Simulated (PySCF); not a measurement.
Computed IR spectrum (relative IR intensity) of a molecule C₅H₇N. The structure is a stationary point at B3LYP-D3(BJ)/def2-SVP. Other conformers were not sampled. All values below come from B3LYP-D3(BJ)/def2-SVP run with PySCF. Frequencies are harmonic and unscaled.

ν (cm⁻¹): 94 (w), 168 (vw), 363 (m), 423 (w), 493 (vw), 586 (w), 703 (s), 711 (m), 817 (vw), 918 (w), 970 (w), 1015 (m), 1080 (w), 1121 (w), 1171 (m), 1354 (m), 1381 (w), 1397 (m), 1459 (w), 1464 (w), 1485 (w), 1725 (s), 2218 (m), 2952 (vs), 2981 (s), 3036 (m), 3044 (m), 3121 (m), 3130 (m), 3469 (vs) (against the strongest line: vs over 80 %, s over 45 %, m over 15 %, w over 4 %, vw less)

Task: Pick the molecule that these values belong to.
A. C=C1C=NCC1
B. C#C/C=C\CN
C. C#C/C=N/CC
D. C=C=C1CCN1

Result: C, C#C/C=N/CC
